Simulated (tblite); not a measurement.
C8H16BP.
Atom-mapped SMILES: `[BH3-:1][P@@H+:2]1[CH:3]=[CH:4][C:5]([CH:6]([CH3:7])[CH3:8])=[C:9]1[CH3:10]` (hydrogens: H11, H12, H13 on B1; H14 on P2; H15 on C3; H16 on C4; H17 on C6; H18, H19, H20 on C7; H21, H22, H23 on C8; H24, H25, H26 on C10)

Cartesian coordinates in Å at the GFN2-xTB level; atoms count from 1:
```xyz
26
C8H16BP angstrom
B      3.6584   -0.1817    0.2094
P      2.0954    0.3733   -0.7707
C      1.2473    1.8930   -0.3384
C     -0.0089    1.6135    0.0519
C     -0.4095    0.2259   -0.0830
C     -1.7880   -0.2310    0.3050
C     -2.0020   -0.0334    1.8080
C     -2.8543    0.5091   -0.5061
C      0.5657   -0.5703   -0.5827
C      0.5044   -2.0375   -0.8554
H      4.4766    0.6443   -0.0457
H      3.9043   -1.2633   -0.2254
H      3.3037   -0.1824    1.3460
H      2.1937    0.4785   -2.1560
H      1.7170    2.8608   -0.3005
H     -0.6944    2.3559    0.4293
H     -1.8742   -1.2995    0.0852
H     -1.2318   -0.5577    2.3699
H     -1.9598    1.0206    2.0712
H     -2.9734   -0.4236    2.1036
H     -2.8313    1.5764   -0.3011
H     -3.8438    0.1343   -0.2539
H     -2.6894    0.3609   -1.5712
H      1.4746   -2.3901   -1.2005
H      0.2393   -2.5930    0.0443
H     -0.2406   -2.2605   -1.6200
```

Computed values, GFN2-xTB/tblite, gas phase, harmonic and unscaled. Against measured fundamentals such values can be off by several per cent, at times by over 20. Modes of hydrogen on boron and phosphorus can be 10 to 20 % off. One conformer, not necessarily the lowest.

Harmonic wavenumbers (cm⁻¹): 36.9, 65.3, 87.9, 100.4, 131.0, 173.4, 187.0, 189.5, 215.8, 221.0, 254.7, 324.6, 339.4, 372.8, 426.5, 478.8, 544.6, 572.3, 620.3, 672.9, 696.8, 727.8, 746.1, 781.5, 806.9, 833.0, 849.0, 882.5, 941.9, 947.0, 986.2, 1017.9, 1040.3, 1052.9, 1068.0, 1101.5, 1136.0, 1172.6, 1180.6, 1190.8, 1197.1, 1222.7, 1310.7, 1324.3, 1332.6, 1397.1, 1404.4, 1418.4, 1471.9, 1479.7, 1494.1, 1495.1, 1502.8, 1504.9, 1521.6, 1617.5, 2271.6, 2436.2, 2447.5, 2449.8, 2951.0, 2989.4, 3002.9, 3026.4, 3029.0, 3033.0, 3034.0, 3035.5, 3042.2, 3045.5, 3087.1, 3106.1.

A = 1965, B = 737.3, C = 650.1 MHz; mass 154.108 u (most abundant isotopes); point group C1, symmetry number 1.

Problem. Zero-point energy?

Solution. Half the sum of the wavenumbers: 46928 cm⁻¹ = 134.17 kcal/mol.

Problem. What is S at 500 K and 1 bar for an ideal gas of classical rigid rotors and harmonic oscillators?

Solution. Translation 43.60, rotation 31.75, vibration 70.88: S = 146.2 cal/(mol K).

Problem. And Cp and H(500 K) − H(0)?

Solution. Cp = 76.57 cal/(mol K), of which vibrations give 68.62 (their classical limit is 72 R = 143.1); H(500 K) − H(0) = 22.00 kcal/mol without the zero-point energy, 18.02 from vibrations.

Problem. What must be added to the electronic energy to get the Gibbs energy at 500 K and 1 bar?

Solution. ZPE + [H(500 K) − H(0)] − T·S = 134.17 + 22.00 − 73.12 = 83.05 kcal/mol.

Problem. Which modes carry the vibrational entropy at 500 K?

Solution. 36.9 cm⁻¹: 6.44; 65.3 cm⁻¹: 5.31; 87.9 cm⁻¹: 4.72; 100.4 cm⁻¹: 4.46; 131.0 cm⁻¹: 3.94; 173.4 cm⁻¹: 3.39 cal/(mol K); the other 66 give 42.62 together.

Problem. How do the functions run with temperature in this model?

Solution. 
```tsv
T (K)	S (cal/(mol K))	Cp (cal/(mol K))	H − H(0) (kcal/mol)	G − H(0) (kcal/mol)	ln q(vib)
50	61.6	15.4	0.55	-2.53	0.77
100	75.0	24.1	1.54	-5.96	2.51
298.15	113.5	51.1	8.99	-24.85	10.09
373.15	126.1	61.4	13.21	-33.84	12.88
750	181.7	98.3	44.05	-92.23	26.34
1000	212.1	112.6	70.53	-141.55	34.54
```

q(vib) and H(0) count from the zero-point level.

Hindered rotation and anharmonicity are outside this model. Other conformers, if any are populated, would add a mixing term that is left out. The structure is chiral; the term R ln 2 for an equal mix with its mirror image is left out.
